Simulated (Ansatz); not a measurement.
C2H7NSi can be A, `C=NC[SiH3]`, or B, `CC(=N)[SiH3]`.

Computed with Ansatz on PBE0-D4/def2-TZVP structures; ΔE is electronic, products minus reactants. CCSD(T)/CBS adds triple-zeta CCSD(T) − MP2 to the extrapolated MP2 energy (def2 sets, frozen cores). Functionals use def2-TZVPP. B3LYP here is the variant with VWN-RPA as its local correlation; programs differ in this. One conformer a species, not always the lowest.

(1) Which isomer does CCSD(T)/CBS put lower? Give the gap. (Best estimate.)

(2) Give E(B) − E(A) in kcal/mol with PBE0-D4, B3LYP, BLYP-D4, CCSD(T)/def2-TZVPP, HF/def2-TZVPP, r2SCAN-D4, MP2/def2-TZVPP. (Estimate.)

(3) Does the order hold for the free energy at 298.15 K (harmonic terms from PBE0-D4)? (Best estimate.)

Largest T1 diagnostic: 0.012.

## Answers

(1) The calculation gave: B, by 8.4 kcal/mol.

(2) Computed: PBE0-D4 -8.2, B3LYP -7.6, BLYP-D4 -7.8, CCSD(T)/def2-TZVPP -8.0, HF/def2-TZVPP -7.3, r2SCAN-D4 -8.5, MP2/def2-TZVPP -8.0. None reverses the order clearly.

(3) Ansatz gave: Yes: G(B) − G(A) = -8.3 kcal/mol, for one conformer each.

Leaving LDA and LC-ωPBE aside and taking each functional with its dispersion term where it has one, the values, not all of them listed here, spread over 0.9 kcal/mol, from B97M-V to CAM-B3LYP-D4. At CCSD(T), def2-SVP lies +1.2 kcal/mol from the extrapolated value and def2-TZVPP +0.4 kcal/mol.
